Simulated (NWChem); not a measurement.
Species: C3H5O2, doublet; SMILES CCO[C]=O

```xyz
10

C     -0.6641    -1.6380     0.3128
C      0.3470    -0.9014    -0.5414
O      0.9811     0.2019     0.2131
C      0.3063     1.3314     0.2888
O     -0.7603     1.6426    -0.1693
H     -1.5090    -0.9759     0.5857
H     -0.1975    -2.0247     1.2400
H     -1.0753    -2.4991    -0.2527
H      1.1980    -1.5441    -0.8358
H     -0.1179    -0.4643    -1.4485
```
Atoms are numbered in this order, from 1.

Results from NWChem. Pople sets run with spherical d functions. Spin-unrestricted. The geometry was optimised at PBE-D3(BJ)/def2-SVP, spin-unrestricted. Not confirmed as a minimum by frequencies. No stability test was run on the SCF state. Vertical excitations in the gas phase. Excited states of an open shell can be spin-contaminated.

Question: Estimate the computed values for B3LYP/6-31+G*, TDA. Quantities: lowest excitation (eV); oscillator strength of that lowest state; lowest empty minus highest occupied level, either spin (eV).

Answer: 
```
Property                                                     Result
-----------------------------------------------------------  ------
lowest excitation (eV)                                         4.16
oscillator strength of that lowest state                      0.007
lowest empty minus highest occupied level, either spin (eV)    3.76
```
